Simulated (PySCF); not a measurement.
Question: Give a PBE0-D3(BJ)/def2-SVP geometry of `[SiH3]N[NH][SnH3]`.

Answer: 
```xyz
12
H8N2SiSn angstrom
Si    -1.9408   -0.0287    0.3086
N     -0.6675    0.1295   -0.8622
N      0.5235   -0.5818   -0.7242
Sn     2.0772    0.2946    0.2770
H     -3.0706    0.8359   -0.1494
H     -2.4387   -1.4380    0.4642
H     -1.4487    0.4051    1.6520
H     -0.8704    0.3983   -1.8218
H      0.4092   -1.5933   -0.6978
H      2.6044    1.6069   -0.6885
H      3.2744   -0.9250    0.4136
H      1.5884    0.8679    1.8206
```

Orientation and origin are arbitrary. Atoms count from 1 in this order. Sn4 (tin bonded to N and 3 H) is distorted tetrahedral (angles from 105.3° to 112.0°). N3 (hydrazine nitrogen) has angles 119.9°, 118.6° and 114.4°, sum 352.9°, 0.21 Å off the plane of its three neighbours. Si1 (SiH3 silicon) is distorted tetrahedral (angles from 106.7° to 113.5°). N2 (hydrazine nitrogen) has angles 120.9°, 120.9° and 113.5°, sum 355.3°, 0.17 Å off the plane of its three neighbours.

Bonds between heavy atoms (Å): Si1–N2 1.737, N2–N3 1.394, N3–Sn4 2.046.

Method used: PySCF, PBE0-D3(BJ)/def2-SVP geometry optimisation, gas phase, def2 core potentials past Kr.

Point group: C1 (no symmetry element, even within 0.4 Å). No frequency check. One conformer, not necessarily the lowest (Si1–N2–N3–Sn4 -92°).

The run took 94 s wall on one thread of an Arm Neoverse V2, no GPU (shared host), and the process peaked at 0.48 GiB of memory. This is the geometry optimisation.
